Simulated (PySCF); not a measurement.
C3H5N3, SMILES N#C/N=C\CN.

Coordinates come from a B3LYP-D3(BJ)/def2-SVP optimisation. The structure was generated by enumeration; whether it is a known compound was not checked. Other conformers were not sampled.

Computed with TDA-PBE/def2-SVPD in PySCF.

Vertical excitations. Isolated molecule, no solvent.

```
state  energy (eV)  λ (nm)      f                            main pairs
-----  -----------  ------  -----  ------------------------------------
S1            3.40     365  0.029                        HOMO→LUMO 96 %
S2            4.31     288  0.057                      HOMO−1→LUMO 90 %
S3            5.51     225  0.011                      HOMO−3→LUMO 97 %
S4            5.75     216  0.143     HOMO−2→LUMO 63 %, HOMO→LUMO+1 9 %
S5            5.88     211  0.016                      HOMO→LUMO+1 90 %
S6            6.20     200  0.004                      HOMO−4→LUMO 94 %
S7            6.56     189  0.102  HOMO→LUMO+2 71 %, HOMO−1→LUMO+1 13 %
S8            6.70     185  0.003                      HOMO−5→LUMO 92 %
S9            6.78     183  0.023  HOMO−1→LUMO+1 54 %, HOMO→LUMO+3 40 %
S10           6.85     181  0.009  HOMO→LUMO+3 53 %, HOMO−1→LUMO+1 23 %
T1            2.84     437      0                       HOMO→LUMO 100 %
T2            3.64     340      0    HOMO−1→LUMO 79 %, HOMO−2→LUMO 20 %
T3            3.97     313      0    HOMO−2→LUMO 78 %, HOMO−1→LUMO 20 %
T4            5.04     246      0                      HOMO−3→LUMO 99 %
```
Triplets are in the Tamm–Dancoff approximation.
